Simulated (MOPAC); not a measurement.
Job for MOPAC: PM7 on SiAs, 2S+1 = 2, a spin state set in the input, which need not be the lowest, a point of a bond scan (R = 2.303 Å).

```
PM7 1SCF PRECISE CHARGE=0 UHF MS=0.5 THREADS=1
AsSi

Si     0.00000000 1     0.00000000 1     0.00000000 1
As     0.00000000 1     0.00000000 1     2.30277700 1
```

Program output:

```
*******************************************************************************
 **                                                                           **
 **                              MOPAC v23.2.5                                **
 **                                                                           **
 *******************************************************************************
 ** MOPAC's Digital Object Identifier: https://doi.org/10.5281/zenodo.6511958 **
 **                                                                           **
 ** Please cite the open-source release paper for use of this MOPAC version:  **
 ** J. E. Moussa and J. J. P. Stewart (2026)                                  **
 ** MOPAC: An open-source semiempirical molecular orbital program             **
 ** J. Open Source Softw., 11(119), 8025, https://doi.org/10.21105/joss.08025 **
 *******************************************************************************

                              PM7 CALCULATION RESULTS

 *******************************************************************************
 *  PM7        - The PM7 Hamiltonian to be used
 *  UHF        - UNRESTRICTED HARTREE-FOCK CALCULATION
 *
 *
 *
 *                 CHARGE ON SYSTEM = 0
 *
 *
 *
 *  MS=        - IN MECI, MAGNETIC COMPONENT OF SPIN =  0.5
 *  PRECISE    - TIGHTER CRITERIA TO BE USED
 *  1SCF       - DO 1 SCF AND THEN STOP
 *  THREADS=1  - MULTI-THREADING NOT USED
 *  T=         - A TIME OF 172800.0 SECONDS REQUESTED
 *  DUMP=N     - RESTART FILE WRITTEN EVERY 7200.0 SECONDS REQUESTED
 *******************************************************************************
PM7 1SCF PRECISE CHARGE=0 UHF MS=0.5 THREADS=1
 AsSi

   ATOM   CHEMICAL          X               Y               Z
  NUMBER   SYMBOL      (ANGSTROMS)     (ANGSTROMS)     (ANGSTROMS)

     1      Si          0.00000000  *   0.00000000  *   0.00000000  *
     2      As          0.00000000  *   0.00000000  *   2.30277700  *



          CARTESIAN COORDINATES

    NO.       ATOM           X           Y           Z

     1        Si          0.0000      0.0000      0.0000
     2        As          0.0000      0.0000      2.3028

 General Reference for PM7:
 "Optimization of Parameters for Semiempirical Methods VI: More Modifications to the
 NDDO Approximations and Re-optimization of Parameters", J. J. P. Stewart, J. Mol. Mod., 1:32, 19 (2013)
 https://link.springer.com/article/10.1007/s00894-012-1667-x

           Empirical Formula: Si As  =     2 atoms



      MOLECULAR POINT GROUP   :   C*v


          UHF CALCULATION, NO. OF ALPHA ELECTRONS =    5
                           NO. OF BETA  ELECTRONS =    4

 -------------------------------------------------------------------------------
 PM7 1SCF PRECISE CHARGE=0 UHF MS=0.5 THREADS=1
 AsSi



     1SCF WAS SPECIFIED, SO BFGS WAS NOT USED
     SCF FIELD WAS ACHIEVED


                              PM7 CALCULATION
                                                       MOPAC v23.2.5 Linux




          FINAL HEAT OF FORMATION =         95.75140 KCAL/MOL =     400.62384 KJ/MOL


          COSMO AREA              =        102.47 SQUARE ANGSTROMS
          COSMO VOLUME            =         91.41 CUBIC ANGSTROMS

          IONIZATION POTENTIAL    =          9.359197 EV
          ALPHA SOMO LUMO (EV)    =        -10.061 -2.287
          BETA  SOMO LUMO (EV)    =         -9.359 -1.290
          NO. OF ALPHA ELECTRONS  =          5
          NO. OF BETA  ELECTRONS  =          4
          MOLECULAR WEIGHT        =        103.0071         POINT GROUP:  C*v

          MOLECULAR DIMENSIONS (Angstroms)

            Atom       Atom       Distance
           As     2   Si     1     2.30278
           As     2   Si     1     0.00000
           Si     1   As     2     0.00000


          SCF CALCULATIONS        =          1





   ATOM   CHEMICAL          X               Y               Z
  NUMBER   SYMBOL      (ANGSTROMS)     (ANGSTROMS)     (ANGSTROMS)

     1      Si          0.00000000  *   0.00000000  *   0.00000000  *
     2      As          0.00000000  *   0.00000000  *   2.30277700  *

                             CARTESIAN COORDINATES

   1   Si        0.000000000     0.000000000     0.000000000
   2   As        0.000000000     0.000000000     2.302777000


           Empirical Formula: Si As  =     2 atoms



      MOLECULAR POINT GROUP   :   C*v


          ALPHA EIGENVALUES
 -16.10736 -11.63427 -10.36724 -10.36724 -10.06073  -2.28667  -2.28667  -2.03396
  -2.03396  -1.99988  -0.81186  -0.81186   3.28955  20.27616  20.27616  20.42921
  20.42921  20.76534


           BETA EIGENVALUES
 -15.74645 -10.43705  -9.35920  -9.35920  -1.28971  -1.24083  -1.24083  -1.03177
  -1.03177  -0.37873  -0.37873   0.03211   2.53464  20.01019  20.01019  20.70058
  20.70058  21.09957


              NET ATOMIC CHARGES AND DIPOLE CONTRIBUTIONS

  ATOM NO.   TYPE          CHARGE      No. of ELECS.   s-Pop       p-Pop       d-Pop
    1         Si           0.024288        3.9757     0.97468     2.94999     0.05105
    2         As          -0.024288        5.0243     1.85023     3.10678     0.06728
 DIPOLE           X         Y         Z       TOTAL
 POINT-CHG.     0.000     0.000    -0.269     0.269
 HYBRID         0.000     0.000    -0.781     0.781
 SUM            0.000     0.000    -1.050     1.050


          ATOMIC ORBITAL ELECTRON POPULATIONS

     Atom    s        px        py        pz      x^2-y^2     xz        z^2       yz        xy
    1 Si   0.97468   0.97508   0.97508   0.99983   0.00000   0.00931   0.03243   0.00931   0.00000
    2 As   1.85023   1.00208   1.00208   1.10262   0.00000   0.01354   0.04021   0.01354   0.00000


                    (SZ)    =    0.500000
                    (S**2)  =    2.382195


          ATOMIC ORBITAL SPIN POPULATIONS

    Atom   Total    s     px     py     pz   x^2-y^2  xz     z^2    yz     xy
         Atomic
    1 Si -0.9876  0.118 -0.871 -0.871  0.621  0.000  0.007  0.002  0.007  0.000
    2 As  1.9876  0.018  0.869  0.869  0.215  0.000 -0.005  0.026 -0.005  0.000

 **********************
 *                    *
 * JOB ENDED NORMALLY *
 *                    *
 **********************




 == MOPAC DONE ==
```

The run finished. Its determinant has ⟨S²⟩ = 2.38, a mixture of spin states.

Cost: roughly 0.020 core-seconds.
